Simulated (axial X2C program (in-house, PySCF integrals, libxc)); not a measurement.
# Density and ELF of GaBr

All values were computed with an in-house relativistic program for diatomic molecules. Two-component (2c) means X2C with spin–orbit coupling and atomic mean-field two-electron Coulomb and Gaunt terms. Basis: Br dyall-cv3z [8s9p6d4f1g], Ga dyall-cv3z [9s9p7d4f1g] (cores contracted in-house); Gaussian nuclei, density fitting, unrestricted open shells. Masses: Br 78.918 u, Ga 68.926 u.

PBE0, 2c, state Ω = 0 (closed shell); Br at z = 0, Ga at z = 2.375 Å.

The maps cover the half plane through the axis: z from -2.4 to 4.2 Å along the bond, ρ from 0.15 to 2.25 Å away from it.

log10 of the density in e/bohr³:

```
 ρ\z  -2.4  -1.8  -1.2  -0.6   0.0   0.6   1.2   1.8   2.4   3.0   3.6   4.2
0.15  -3.4  -2.4  -1.4  -0.5   1.4  -0.5  -1.1  -0.3   1.4  -0.5  -1.6  -2.3
0.45  -3.4  -2.5  -1.5  -0.7   0.1  -0.7  -1.2  -0.8   0.2  -0.9  -1.7  -2.4
0.75  -3.5  -2.6  -1.7  -1.0  -0.7  -1.0  -1.4  -1.3  -0.8  -1.3  -1.9  -2.5
1.05  -3.7  -2.8  -2.0  -1.4  -1.1  -1.3  -1.7  -1.7  -1.5  -1.6  -2.1  -2.7
1.35  -3.9  -3.1  -2.4  -1.8  -1.6  -1.7  -2.1  -2.1  -1.9  -2.0  -2.4  -3.0
1.65  -4.1  -3.4  -2.7  -2.2  -2.0  -2.2  -2.4  -2.5  -2.3  -2.4  -2.7  -3.2
1.95  -4.4  -3.7  -3.1  -2.7  -2.5  -2.6  -2.8  -2.9  -2.8  -2.8  -3.1  -3.5
2.25  -4.7  -4.0  -3.5  -3.1  -3.0  -3.0  -3.2  -3.2  -3.2  -3.2  -3.4  -3.9
```

Electron localisation function (collinear form, no current term, damped to 0 at low density):

```
 ρ\z  -2.4  -1.8  -1.2  -0.6   0.0   0.6   1.2   1.8   2.4   3.0   3.6   4.2
0.15  0.04  0.39  0.79  0.21  0.25  0.19  0.57  0.36  0.28  0.29  0.77  0.96
0.45  0.03  0.35  0.77  0.50  0.39  0.46  0.55  0.19  0.67  0.21  0.82  0.96
0.75  0.02  0.28  0.71  0.81  0.50  0.77  0.49  0.16  0.20  0.31  0.89  0.95
1.05  0.01  0.20  0.61  0.82  0.83  0.78  0.39  0.21  0.27  0.59  0.93  0.91
1.35  0.00  0.11  0.45  0.71  0.78  0.69  0.26  0.20  0.47  0.79  0.92  0.80
1.65  0.00  0.05  0.28  0.54  0.62  0.52  0.15  0.12  0.49  0.80  0.84  0.46
1.95  0.00  0.01  0.12  0.32  0.42  0.33  0.08  0.06  0.29  0.60  0.56  0.10
2.25  0.00  0.00  0.03  0.13  0.20  0.15  0.03  0.02  0.10  0.24  0.13  0.01
```

One determinant describes the state; a PBE0 search over occupations chose it and may have missed a lower one.
